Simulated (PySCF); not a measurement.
C₆H₄F₃O (doublet state).
Geometry (GFN2-xTB, Å), atoms numbered from 1 in this order:
```
atom  x, y, z in Å
C1     2.7857    0.4284   -0.6123
C2     1.6865   -0.1874   -0.1517
C3     0.7073   -0.8041    0.2580
C4    -0.5276   -1.3303    0.7876
C5    -1.1732   -0.0013    1.1046
O6    -1.2067    0.5257    2.1846
C7    -1.6952    0.7630   -0.1435
F8    -2.8525    1.3744    0.1192
F9    -0.8289    1.7048   -0.5469
F10   -1.9090   -0.0390   -1.1986
H11    3.6048    0.6531    0.0471
H12    2.8576    0.7243   -1.6435
H13   -1.0815   -1.9119    0.0497
H14   -0.3679   -1.9001    1.7036
```

The hyperfine couplings belong to this conformer and change with its torsions.

The species is `[CH2]C#CCC(=O)C(F)(F)F` [radical].

Theory: PySCF 2.14.0, UKS B3LYP, pcH-1 on C F H O, non-relativistic, mean-field spin-orbit, GIAO. Geometry: GFN2-xTB, one conformer, isolated molecule. The geometry wasn't refined by DFT: couplings that depend on bond lengths, twists or pyramidal angles can differ widely from those at the functional's own minimum. Stability of the SCF solution: not tested.

(1) The isotropic 13C couplings are -62.5, +59.8, +53.7, +41.1, -17.8 MHz. Assign them to C1; C2; C3; C4; C5.

## Answers

(1) 
```csv
site,a_iso (MHz),ρ(0) (bohr⁻³),position,distance from C1 (Å),spin population,largest |T| (MHz)
C1,+59.8,+0.0532,largest spin population,0.00,+0.74,113.5
C2,-62.5,-0.0556,1 bond from C3,1.34,-0.26,22.7
C3,+53.7,+0.0477,a main spin site,2.57,+0.52,77.1
C4,-17.8,-0.0158,1 bond from C3,4.00,-0.05,1.8
C5,+41.1,+0.0366,2 bonds from C3,4.34,+0.02,9.6
```

ρ(0) is the spin density at the nucleus and T the dipolar tensor; entries for several nuclei are means. Largest spin populations (Mulliken): C1 (+0.74), C3 (+0.52), C2 (-0.26) and O6 (+0.06). The positive populations add up to 1.37 and the negative ones to -0.37, together 2S = 1. The angles at C1 add up to 360.0°, so it is planar; its axial dipolar tensor and the negative couplings of its protons fit spin in a p orbital normal to that plane. Main spin sites, with 60 % or more of the largest population: C1, C3; positions count bonds from the nearest.

Means are taken over nuclei equivalent by connectivity, which assumes that they swap fast. H11 and H12 aren't averaged: C1 is flat or nearly so (angle sum 360°), and its turn about the short C1–C2 bond (1.34 Å) is taken as slow. The three 19F nuclei of mean +4.5 MHz run from -3.8 to 18.2 MHz in the frozen geometry. The 1H value of +27.3 MHz is a mean of couplings from 20.6 to 34.1 MHz in this one geometry, not an average over conformers.
